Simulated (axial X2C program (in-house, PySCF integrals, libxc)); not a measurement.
Worked dissociation energy of IrSe⁻: PBE0, scalar-relativistic

All values were computed with an in-house all-electron X2C program for linear molecules (integrals from PySCF). Spin-free means the one-electron spin-free X2C Hamiltonian. Basis: Ir dyall-av2z [12s13p10d6f], Se dyall-av2z [8s9p6d] (cores contracted in-house); Gaussian nuclei, density fitting, unrestricted open shells. Masses: Ir 192.963 u, Se 79.917 u.

Molecular state: M_S = 1, Λ = 0 (beyond evenly filled blocks: π+α, π-α).

```
E(Ir) (2M_S = 3, M_L = 2)  : -17829.458859 hartree
E(Se-) (2M_S = 1, M_L = 0) : -2429.651674 hartree
E(IrSe⁻) at Re             : -20259.246160 hartree
ωe                         : 328.5 cm⁻¹
ωexe                       : 0.851 cm⁻¹
```

Question: Work out De and D0.

Answer: De = -17829.458859 + (-2429.651674) − (-20259.246160) = 0.13563 hartree = 3.691 eV. The zero-point energy is ωe/2 − ωexe/4 = 164 cm⁻¹ = 0.020 eV, so D0 = 3.670 eV.

The state is a single determinant with fixed occupations, the lowest that a limited PBE0 search found. Dissociation energies refer to the lowest single-determinant-based atoms at the same level and basis. PBE0 can misorder states that lie within some tenths of an eV, so this need not be the ground state of the molecule. The nearest other spin-free determinant of the search, M_S = 1, Λ = 3, lies 0.16 eV up at the distance of the search. The functionals have no current-density term, which raises determinants with orbital currents, atoms included. Spin-free De lacks the spin–orbit lowering of the heavy p-block atom, a tenth of an eV or more for 4p and 5p, up to an eV for 6p and one to two eV for 7p atoms, less what an open-shell molecule gains itself. With spin–orbit coupling the lowest determinant has another configuration, so this spin-free state is a model.

Each atomic determinant is the lowest at this level and need not be a pure term. Totals compare only within one Hamiltonian and basis.
